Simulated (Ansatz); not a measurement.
Geometry optimisation, RKS PBE-D4/def2-SVPD (Ansatz).

Input file:

```yaml
crystal:
  periodic: [false, false, false]
  atoms:
    - { symbol: Ga, position_ang: [0.0, 0.0, 0.0] }
    - { symbol: H, position_ang: [0.0, 0.0, 1.57] }
    - { symbol: O, position_ang: [1.5501, 0.0, -0.895] }
    - { symbol: H, position_ang: [1.85, -0.9519, -1.0499] }
    - { symbol: O, position_ang: [-1.5501, 0.0, -0.895] }
    - { symbol: H, position_ang: [-2.0598, -0.8467, -0.6865] }
basis:
  gaussian: { orbitals: def2-SVPD }
hamiltonian:
  xc: pbe
  dispersion: d4
relax:
  f_tol: 0.02
  max_steps: 40
```

Run as:

```bash
$ ansatz run input.yaml --threads 2 --pin off --max-ram 3072MiB --backend cpu --events-out ev --progress --plain --runs-dir out
```

Question: Where does it end, and by what steps?

Answer: The forces met the threshold. After 8 steps the energy has fallen by 0.537 eV; H4 moved furthest, 0.66 Å.

| step | energy less start (eV) | largest force component (eV/Å) | accepted |
| --- | --- | --- | --- |
| 0 | 0.0000 | 1.560 | yes |
| 1 | -0.1016 | 1.886 | yes |
| 2 | -0.2702 | 0.609 | yes |
| 3 | -0.3279 | 1.805 | yes |
| 4 | -0.4935 | 0.400 | yes |
| 5 | -0.5340 | 0.101 | yes |
| 6 | -0.5302 | 0.207 | no |
| 7 | -0.5364 | 0.021 | yes |
| 8 | -0.5366 | 0.012 | yes |

```xyz
6
Properties=species:S:1:pos:R:3
Ga 0.046 -0.165 0.175
H -0.126 0.218 1.671
O 1.679 -0.297 -0.583
H 1.629 -0.545 -1.523
O -1.266 -0.532 -1.024
H -2.171 -0.477 -0.672
```

Whether the end is a true minimum wasn't checked by a vibrational analysis.

The run took 21 s on 2 threads of Intel(R) Xeon(R) Platinum 8259CL CPU @ 2.50GHz (Skylake/Cascade Lake), with other jobs on the host, peak memory 0.16 GiB.
